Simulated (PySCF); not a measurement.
**Excitation energy of Ho by level of theory**

Ho [Xe] 4f11 6s2 (high-spin determinant) → Ho [Xe] 4f10 5d1 6s2 (high-spin determinant), as a difference of total energies. All numbers are calculated (PySCF 2.14, scalar relativity by spin-free X2C-1e, in cc-pVDZ-X2C (8s7p5d3f1g, 84 functions)). Correlated levels: valence: [Kr] 4d10 frozen. The calculations carry no spin-orbit coupling.

```tsv
method	excitation energy (cm⁻¹)
UHF	-15995
MP2 (valence)	11906
SCS-MP2 (valence)	9667.8
CCSD (valence)	2685.7
CCSD(T) (valence)	4190.0
```

A first-order spin-orbit estimate (lowest level to lowest level, LS coupling) adds 0.079 eV.

The determinant of the lower state and of the upper state mixes LS terms, which raises its energy above the lowest term, most at the Hartree-Fock and MP2 levels.
